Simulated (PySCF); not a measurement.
**Spinor energies of B⁺ (boron, charge +1)**

Start: [He] 2s2. Calculated with PySCF 2.14 in x2c-TZVPall-2c with one added diffuse shell each of s, p, d type (6s4p3d1f, 40 functions): generalised Hartree-Fock with the X2C-1e Hamiltonian and a Gaussian nucleus; one run each with spin-orbit coupling (SO) switched off, then screened by Boettger's factors. This is a chosen level, not necessarily the ground level.

```tsv
spinor shell	electrons	ε, spin-free (eV)	ε, screened SO (eV)	weight of nominal j (screened SO)	rms radius, screened SO (bohr)
1s1/2	2	-222.81	-222.81	1.000	0.378
2s1/2	2	-23.781	-23.781	1.000	1.96
```

```tsv
quantity	spin-free	screened SO
E (hartree)	-24.24366	-24.24366
M_J	0	0
⟨J²⟩	0.000	0.000
⟨L²⟩	0.000	0.000
⟨S²⟩	0.000	0.000
```

Without spin-orbit coupling the j labels of p, d and f shells carry no meaning; the spin-free column gives the mean over the occupied spinors of each nl shell.
